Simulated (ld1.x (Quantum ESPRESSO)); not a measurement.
# An all-electron radial function and its pseudo partner (Zn (Z = 30))

Columns: radius, all-electron u(r) and pseudo u(r) of the 4s shell (level -9.92 eV) of zinc in the configuration [Ar] 3d10 4s1.5 4p0; PW91, scalar-relativistic, PAW scheme, ld1.x (Quantum ESPRESSO) 7.5.

```
r (bohr)  all-electron   pseudo
   0.130       -0.1678  -0.0133
   0.260       -0.0211  -0.0307
   0.390        0.2237  -0.0559
   0.520        0.2951  -0.0913
   0.650        0.2223  -0.1383
   0.780        0.0801  -0.1965
   0.910       -0.0797  -0.2641
   1.040       -0.2303  -0.3378
   1.170       -0.3599  -0.4136
   1.300       -0.4653  -0.4867
   1.430       -0.5467  -0.5526
   1.560       -0.6066  -0.6073
   1.690       -0.6477  -0.6477
   1.820       -0.6730  -0.6730
   1.950       -0.6851  -0.6851
   2.080       -0.6864  -0.6864
   2.210       -0.6791  -0.6791
   2.340       -0.6650  -0.6650
   2.470       -0.6455  -0.6455
   2.600       -0.6220  -0.6220
   2.730       -0.5956  -0.5956
   2.860       -0.5672  -0.5672
   2.990       -0.5377  -0.5377
   3.120       -0.5075  -0.5075
   3.250       -0.4773  -0.4773
   3.380       -0.4475  -0.4475
```

Task: How many radial nodes do the two functions have?

Result: The all-electron 4s function has n − l − 1 = 3 (the table is too coarse to show those close to the nucleus); the pseudo-wave has 0, since the states of the same l below it are removed with the core.

Task: At about which radius was the pseudo-wave matched?

Result: 1.70 bohr, where the columns begin to agree (steps of 0.13 bohr).

Task: Where does each function peak?

Result: Outermost all-electron maximum near 2.08 bohr, pseudo maximum near 2.08 bohr (to the table’s step).

Task: Is the pseudo-wave norm-conserving?

Result: No, it belongs to a PAW set: the norm inside the radius is not constrained, and the difference is carried by the augmentation charge.
